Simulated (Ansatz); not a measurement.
Geometry optimisation, Ansatz 0.2.0, RKS PBE-D4/def2-SVP.

Input file:

```yaml
crystal:
  periodic: [false, false, false]
  atoms:
    - { symbol: S, position_ang: [0.1132, 2.4447, -0.9369] }
    - { symbol: C, position_ang: [-0.1334, 1.496, 0.0673] }
    - { symbol: Si, position_ang: [0.063, -0.2841, -0.3431] }
    - { symbol: Se, position_ang: [-0.226, -1.5246, 1.5328] }
    - { symbol: H, position_ang: [-0.4076, 1.7928, 1.0539] }
    - { symbol: H, position_ang: [1.4731, -0.5013, -0.7901] }
    - { symbol: H, position_ang: [-0.82, -0.6746, -1.3841] }
    - { symbol: H, position_ang: [0.0299, -2.8061, 0.7446] }
basis:
  gaussian: { orbitals: def2-SVP }
hamiltonian:
  xc: pbe
  dispersion: d4
relax:
  f_tol: 0.02
  max_steps: 50
```

Launched with:

```bash
$ ansatz run input.yaml --threads 2 --pin off --max-ram 3072MiB --backend cpu --events-out ev --progress --plain --runs-dir out
```

Q: Where does it end, and by what steps?

A: The forces met the threshold. After 7 steps the energy has fallen by 1.834 eV; S1 moved furthest, 0.27 Å. The start is strongly strained (largest force component 12 eV/Å).

```
step  energy less start (eV)  largest force component (eV/Å)  accepted
   0                  0.0000                          12.390       yes
   1                 -1.4686                           4.528       yes
   2                 -1.8090                           1.063       yes
   3                 -1.8054                           0.537        no
   4                 -1.8319                           0.278       yes
   5                 -1.8326                           0.073       yes
   6                 -1.8328                           0.067       yes
   7                 -1.8335                           0.004       yes
```

```xyz
8
Properties=species:S:1:pos:R:3
S -0.033 2.642 -1.043
C -0.121 1.487 0.108
Si 0.129 -0.336 -0.367
Se -0.319 -1.561 1.539
H -0.312 1.769 1.169
H 1.547 -0.529 -0.832
H -0.798 -0.679 -1.500
H 0.000 -2.849 0.871
```

Time of the run: 12 s on 2 threads of Intel(R) Xeon(R) Platinum 8375C CPU @ 2.90GHz (Ice Lake), on a shared host, peak memory 0.17 GiB.
